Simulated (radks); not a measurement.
Results of a calculation; reference values are marked as such.
The mean radii <r> (bohr) of the occupied orbitals of an atom or ion are listed with their occupations. Code: a radial shooting solver on a logarithmic mesh with Libxc functionals. Model: scalar-relativistic Kohn-Sham, PBEsol, spin-polarised, spherical densities, finite nucleus; Fermi nuclear charge, rms radius of each element as measured or else 0.836 A^(1/3) + 0.57 fm.

| orbital | occ. | <r> |
|---|---|---|
| 1s up | 1 | 0.01832 |
| 1s down | 1 | 0.01830 |
| 2s up | 1 | 0.07527 |
| 2s down | 1 | 0.07543 |
| 2p up | 3 | 0.06677 |

Name the element and its charge. Open shells, if any, are filled with parallel spins first.

Answer. Z = 74, tungsten, charge +67: W67+ in [He] 2s2 2p3. The 1s radius gives Z: for a bare nucleus <r> = (2 gamma + 1)/(2Z) with gamma = sqrt(1 - (Z/c)^2), 0.01813 bohr for Z = 74, and screening makes it slightly larger (0.01832 here). The occupations add up to 7, and the charge is Z minus that.
